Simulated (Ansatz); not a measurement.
`C[C@@]12[C@H]3[C@H]4[C@H]5[C@@H]1[Zr]4532([NH2])([NH2])[NH2]`, relaxed with RKS PBE0-D4/def2-TZVP in the Gaussian-basis code of Ansatz from a GFN2-xTB geometry. The force threshold is 0.005 eV/Å; the program also tests the step.

Charge 0, multiplicity 1. Zr takes the def2 core potential.

Start:

```xyz
23

C     1.685    1.743   -1.229
C     0.828    0.504   -1.272
C    -0.525    0.431   -1.678
C    -0.919   -0.931   -1.662
C     0.186   -1.699   -1.240
C     1.264   -0.813   -0.990
Zr   -0.463   -0.255    0.726
N    -0.071   -1.807    1.985
N    -2.448    0.061    1.069
N     0.344    1.299    1.776
H     2.479    1.683   -1.976
H     2.148    1.860   -0.246
H     1.085    2.628   -1.441
H    -1.117    1.256   -2.063
H    -1.858   -1.321   -2.039
H     0.241   -2.782   -1.227
H     2.285   -1.103   -0.762
H     0.927   -1.988    2.156
H    -0.512   -1.805    2.913
H    -3.042   -0.747    0.841
H    -2.729    0.347    2.015
H     0.303    1.236    2.802
H    -0.092    2.202    1.542
```

Task: By how much does the energy fall, and how many steps does the optimiser take? (Best estimate.)

Result: Ansatz gave: 70.37 kJ/mol, in 27 steps, 1 of them rejected.

Task: Which bonds change most? (An estimate is asked.)

Result: The calculation gave: C2–Zr7 from 2.497 to 2.575 Å; C3–Zr7 from 2.500 to 2.554 Å; C6–Zr7 from 2.498 to 2.546 Å; N10–H23 from 1.030 to 1.010 Å.

Task: Give the relaxed structure. (Estimate.)

Result: Computed: 
```xyz
23

C     1.508    1.854   -1.264
C     0.783    0.551   -1.250
C    -0.551    0.327   -1.646
C    -0.824   -1.057   -1.554
C     0.349   -1.700   -1.110
C     1.333   -0.711   -0.910
Zr   -0.478   -0.290    0.831
N    -0.053   -1.867    2.077
N    -2.503   -0.016    1.024
N     0.360    1.328    1.776
H     2.043    1.989   -2.209
H     2.242    1.908   -0.457
H     0.819    2.695   -1.157
H    -1.254    1.091   -1.947
H    -1.766   -1.536   -1.782
H     0.462   -2.757   -0.922
H     2.340   -0.877   -0.553
H     0.756   -2.472    2.089
H    -0.747   -2.250    2.704
H    -3.257   -0.360    0.448
H    -2.880    0.664    1.670
H     0.667    1.266    2.738
H     0.651    2.220    1.404
```
